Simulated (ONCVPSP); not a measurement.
Configuration tests for germanium (ONCV)

| Item | Value |
| --- | --- |
| Element | Ge |
| Generator | ONCVPSP 4.0.1 |
| Type | optimised norm-conserving Vanderbilt (ONCV) |
| Functional | PBEsol |
| Relativity | scalar-relativistic |
| Frozen core | [Ar] |
| Valence charge | 14 |
| Reference configuration | 3d10 4s2 4p2 |
| Partial waves | 4s: rc 1.90 bohr, ncon 3, nbas 6, qcut 4 1/bohr, 2 projectors, debl 1.3 Ha; 4p: rc 2.20 bohr, ncon 4, nbas 9, qcut 4.2 1/bohr, 2 projectors, debl 3.1 Ha; 3d: rc 0.70 bohr, ncon 5, nbas 8, qcut 22.6 1/bohr, 2 projectors, debl 0.6 Ha |
| Local potential | polynomial inside 0.55 bohr (lpopt 5, dvloc0 0 Ha) |
| Core correction | Teter function, fcfact 4.75, rcfact 1.65 |

In the d channel the program set the typed energies aside and used -1.077, 0.250 Ha.

Energies are relative to the spin-unpolarised reference configuration 3d10 4s2 4p2; without spin polarisation the order of configurations can differ from experiment.

Give the all-electron excitation energy and the error of the potential for: 3d10 4s2 4p1; 3d10 4s2 4p0; 3d10 4s1 4p0; 3d10 4s1 4p2.

```tsv
valence configuration	charge	ΔE all-electron (eV)	error AE − PS (meV)
3d10 4s2 4p1	+1	7.453	-2.2
3d10 4s2 4p0	+2	22.902	-14
3d10 4s1 4p0	+3	57.691	-80
3d10 4s1 4p2	+1	16.183	-7.7
```

Levels in the configuration 3d10 4s1 4p0:

| level | all-electron (eV) | pseudo (eV) |
| --- | --- | --- |
| 3d | -63.118 | -62.948 |
| 4s | -40.388 | -40.510 |

Note: ghosts flagged at negative energy: s at -477.3 eV, p at -53.2 eV; GHOST(+) flagged for s at 150.2 eV. A true bound ghost makes a file unfit for plane-wave use.
